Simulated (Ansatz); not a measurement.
Geometry optimisation of the cluster Be₉.

```yaml
crystal:
  periodic: [false, false, false]
  atoms:
    - {symbol: Be, position_ang: [1.736940, 0.633170, -0.419050]}
    - {symbol: Be, position_ang: [-1.467120, 0.653000, 0.286320]}
    - {symbol: Be, position_ang: [-0.710470, -1.444830, 0.248750]}
    - {symbol: Be, position_ang: [1.148640, -0.792350, 0.846350]}
    - {symbol: Be, position_ang: [0.389800, 1.311170, 0.887020]}
    - {symbol: Be, position_ang: [-0.055800, 1.178060, -1.119740]}
    - {symbol: Be, position_ang: [-0.504630, -0.215840, 1.806860]}
    - {symbol: Be, position_ang: [-1.231540, -0.417520, -1.378730]}
    - {symbol: Be, position_ang: [0.694170, -0.904860, -1.157770]}
basis:
  gaussian: {orbitals: def2-SVP}
hamiltonian: {xc: pbe0}
scf: {omitted_lower_state_checks: [starts]}
output: {orbitals: {seedname: orbitals}}
relax: {f_tol: 0.02, max_steps: 100}
```

```sh
$ ansatz run in.yaml --threads 4 --pin off --events-out ev --progress --plain --max-ram 3916MiB
```

It prints (some lines left out):

```
Functional definition: PBE0
mean field -3596.73964110 eV, -132.1777438527 hartree, gradient 2.9e-5 eV, S^2 0.000000; 0 other end points of the search recorded, 0 dependent functions left out
relax step   1: F+E_penalty+E_count = -3596.73964110 eV  Δ(F+E_penalty+E_count) = +0.000e0 eV  max|allowed force component| = 1.464e0 eV/Å  Δτ_max = 0.0000 Å  (31 SCF iters, accepted)
mean field -3597.29909530 eV, -132.1983034154 hartree, gradient 2.5e-5 eV, S^2 0.000000; 0 other end points of the search recorded, 0 dependent functions left out
relax step   2: F+E_penalty+E_count = -3597.29909530 eV  Δ(F+E_penalty+E_count) = -5.595e-1 eV  max|allowed force component| = 4.654e-1 eV/Å  Δτ_max = 0.0937 Å  (35 SCF iters, accepted)
mean field -3597.36712865 eV, -132.2008035949 hartree, gradient 3.3e-5 eV, S^2 0.000000; 0 other end points of the search recorded, 0 dependent functions left out
relax step   3: F+E_penalty+E_count = -3597.36712865 eV  Δ(F+E_penalty+E_count) = -6.803e-2 eV  max|allowed force component| = 2.141e-1 eV/Å  Δτ_max = 0.0732 Å  (35 SCF iters, accepted)
mean field -3597.38598283 eV, -132.2014964734 hartree, gradient 1.9e-5 eV, S^2 0.000000; 0 other end points of the search recorded, 0 dependent functions left out
relax step   4: F+E_penalty+E_count = -3597.38598283 eV  Δ(F+E_penalty+E_count) = -1.885e-2 eV  max|allowed force component| = 5.029e-2 eV/Å  Δτ_max = 0.0325 Å  (34 SCF iters, accepted)
mean field -3597.38672418 eV, -132.2015237175 hartree, gradient 1.5e-5 eV, S^2 0.000000; 0 other end points of the search recorded, 0 dependent functions left out
relax step   5: F+E_penalty+E_count = -3597.38672418 eV  Δ(F+E_penalty+E_count) = -7.414e-4 eV  max|allowed force component| = 7.825e-3 eV/Å  Δτ_max = 0.0056 Å  (29 SCF iters, accepted)
mean field -3597.38672418 eV, -132.2015237175 hartree, gradient 1.5e-5 eV, S^2 0.000000; 0 other end points of the search recorded, 0 dependent functions left out
Total energy: -3597.38675665 eV, -132.2015249106 hartree
Atom 0 at     1.864790     0.679833    -0.460623 Å, force     0.007308     0.002949    -0.002645 eV/Å
Atom 1 at    -1.554336     0.612357     0.310881 Å, force     0.003480    -0.000166    -0.000114 eV/Å
Atom 2 at    -0.803962    -1.472126     0.271677 Å, force     0.002439     0.002357    -0.000358 eV/Å
Atom 3 at     1.208670    -0.759842     0.921411 Å, force    -0.002864     0.000444    -0.001905 eV/Å
Atom 4 at     0.458407     1.324408     0.960613 Å, force    -0.001786    -0.002113    -0.001975 eV/Å
Atom 5 at    -0.029507     1.189730    -1.212733 Å, force     0.000055    -0.002168     0.002886 eV/Å
Atom 6 at    -0.546609    -0.233439     1.948864 Å, force    -0.002260    -0.000884     0.007825 eV/Å
Atom 7 at    -1.318231    -0.446415    -1.488144 Å, force    -0.004686    -0.001881    -0.006549 eV/Å
Atom 8 at     0.720769    -0.894505    -1.251936 Å, force    -0.001686     0.001462     0.002835 eV/Å
Dipole moment:     0.000034     0.000013    -0.000018 e Å
Checks for a lower state left out: starts
```

Run time 8 s (4 threads of Arm Neoverse V2 on a shared host).

The restricted singlet is unstable towards broken spin symmetry at other levels; at PBE0/def2-SVP this wasn't settled. The structure comes from a short search, and lower isomers may exist.
